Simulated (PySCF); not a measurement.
Excited states between 380 and 750 nm. Vertical TDDFT excitations of isolated species (PySCF; the level stands beside each; core orbitals frozen in the response), one conformer each, no solvent. Relativistic effects are left out although some hold elements past zinc.

1. `O=C=PC1CC1`
2. `CC(=O)OC=C1C=C1`
3. `CC=C=O`
4. `CCC(=O)CC`
5. `[CH]([GeH2][SH])=O`
6. `C#C/C=C\OCC=O`
7. `C/C=C/OCC`

Q: For which of them does the calculation put a singlet between 380 and 750 nm?

A: 1.

1. (B3LYP/def2-SVPD on a GFN2-xTB geometry) 443 nm (f 0.001); 258 nm (f 0.007); 218 nm (f 0.013); 212 nm (f 0.012); 211 nm (f 0.017). S1 lies in the visible range (380 to 750 nm), at 443 nm, f = 0.0007; light of that wavelength is blue, and its complementary colour is yellow; a Tamm–Dancoff triplet lies at 506 nm, without intensity as long as spin–orbit coupling is left out.
2. (PBE0/def2-SVPD on a GFN2-xTB geometry) 295 nm (f 0.011); 233 nm (f 0.135); 215 nm (f 0.004); 214 nm (f 0.003); 213 nm (f 0.017).
3. (wB97X-D/def2-SVPD on a PBE0-D3(BJ)/def2-SVP geometry) 346 nm (f 0.000); 198 nm (f 0.013); 167 nm (f 0.009); 163 nm (f 0.130); 162 nm (f 0.016). No computed singlet lies in the visible range (380 to 750 nm); the lowest, at 346 nm, stands 0.32 eV above its violet end (3.26 eV); a Tamm–Dancoff triplet lies at 380 nm, without intensity as long as spin–orbit coupling is left out.
4. (B3LYP/def2-SVPD on a PBE0-D3(BJ)/def2-SVP geometry) 276 nm (f 0.000); 197 nm (f 0.008); 173 nm (f 0.000); 172 nm (f 0.001); 160 nm (f 0.000).
5. (CAM-B3LYP/def2-SVPD on a PBE0-D3(BJ)/def2-SVP geometry) 357 nm (f 0.000); 238 nm (f 0.005); 217 nm (f 0.022); 200 nm (f 0.006); 193 nm (f 0.002). No computed singlet lies in the visible range (380 to 750 nm); the lowest, at 357 nm, stands 0.21 eV above its violet end (3.26 eV); a Tamm–Dancoff triplet lies at 437 nm, without intensity as long as spin–orbit coupling is left out.
6. (CAM-B3LYP/def2-SVPD on a PBE0-D3(BJ)/def2-SVP geometry) 290 nm (f 0.000); 240 nm (f 0.283); 224 nm (f 0.000); 218 nm (f 0.114); 216 nm (f 0.003).
7. (wB97X-D/def2-SVPD on a PBE0-D3(BJ)/def2-SVP geometry) 190 nm (f 0.028); 181 nm (f 0.000); 178 nm (f 0.369); 171 nm (f 0.012); 155 nm (f 0.028).
